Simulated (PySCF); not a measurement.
Polarisability and C₆ of C²⁺ (carbon, charge +2)

[He] 2s2, closed-shell 1S. Calculation: PySCF 2.14, in aug-cc-pVQZ (6s5p4d3f2g, 80 functions); no relativity, point nucleus. Coupled (time-dependent) response in atomic units; α is the mean over directions.

```json
{"method": "UHF", "mean α (bohr³)": "4.508", "C₆ (like pair)": "7.108", "S(−4)": "23.19"}
{"method": "PBE", "mean α (bohr³)": "4.223", "C₆ (like pair)": "6.504", "S(−4)": "20.11"}
{"method": "PBE0", "mean α (bohr³)": "4.281", "C₆ (like pair)": "6.628", "S(−4)": "20.70"}
{"method": "HSE06", "mean α (bohr³)": "4.300", "C₆ (like pair)": "6.666", "S(−4)": "20.94"}
{"method": "wB97M-V", "mean α (bohr³)": "4.279", "C₆ (like pair)": "6.574", "S(−4)": "20.95"}
```

S(−4) is the Cauchy moment in α(ω) = α(0) + S(−4) ω² + …

α(iu) at HSE06:

```csv
u (hartree),α(iu) (bohr³)
0,4.300
0.0500,4.248
0.100,4.101
0.200,3.607
0.300,3.018
0.500,2.022
0.750,1.278
1.00,0.8750
1.50,0.4895
2.00,0.3166
3.00,0.1671
5.00,0.07332
```

A single London oscillator, α(iu) = α/(1 + u²/ω²), gives C₆ = (3/4) ω α². Matching the computed C₆ needs ω = 4 × 6.666 / (3 × 4.300²) = 0.481 hartree.

For an ion, C₆ is the dispersion term alone; charge-induced terms of lower order in 1/R come first.
